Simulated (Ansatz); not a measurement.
One change: `Cl[Si](Cl)(Br)Br` becomes `Cl[Si](Cl)(Cl)Br`.

Ansatz, PBE0-D4/def2-TZVP geometries, multiplicity 1. 

Scalar relativity is left out up to krypton.

```json
{"property": "zero-point energy (PBE0-D4/def2-TZVP) / kJ/mol", "`Cl[Si](Cl)(Br)Br`": "16.6"}
{"property": "LUMO energy (ωB97M-V/def2-TZVPP) / eV", "`Cl[Si](Cl)(Br)Br`": "0.80"}
{"property": "HOMO–LUMO gap (PBE/def2-TZVPP) / eV", "`Cl[Si](Cl)(Br)Br`": "5.39"}
{"property": "HOMO–LUMO gap (B3LYP/def2-TZVPP) / eV", "`Cl[Si](Cl)(Br)Br`": "7.08"}
{"property": "HOMO–LUMO gap (PBE0/def2-TZVPP) / eV", "`Cl[Si](Cl)(Br)Br`": "7.62"}
{"property": "HOMO energy (PBE0/def2-TZVPP) / eV", "`Cl[Si](Cl)(Br)Br`": "-8.82"}
```

**Question.** What does the change do to each property? (An estimate is asked.)

**Answer.** Computed: 
```json
{"property": "zero-point energy (PBE0-D4/def2-TZVP) / kJ/mol", "`Cl[Si](Cl)(Cl)Br`": "18.0", "shift": "1.4"}
{"property": "LUMO energy (ωB97M-V/def2-TZVPP) / eV", "`Cl[Si](Cl)(Cl)Br`": "1.13", "shift": "0.33"}
{"property": "HOMO–LUMO gap (PBE/def2-TZVPP) / eV", "`Cl[Si](Cl)(Cl)Br`": "5.83", "shift": "0.44"}
{"property": "HOMO–LUMO gap (B3LYP/def2-TZVPP) / eV", "`Cl[Si](Cl)(Cl)Br`": "7.59", "shift": "0.51"}
{"property": "HOMO–LUMO gap (PBE0/def2-TZVPP) / eV", "`Cl[Si](Cl)(Cl)Br`": "8.14", "shift": "0.52"}
{"property": "HOMO energy (PBE0/def2-TZVPP) / eV", "`Cl[Si](Cl)(Cl)Br`": "-9.06", "shift": "-0.24"}
```

With PBE0 the HOMO falls by 0.24 eV and the LUMO rises by 0.28 eV, so the gap widens by about 0.52 eV. PBE moves the HOMO by -0.20 eV and ωB97M-V by -0.26 eV.

B3LYP here is the variant with VWN-RPA as its local correlation; programs differ in this.

Spin–orbit coupling is left out; it splits and shifts lone-pair levels of the heavy atoms by tenths of an eV.
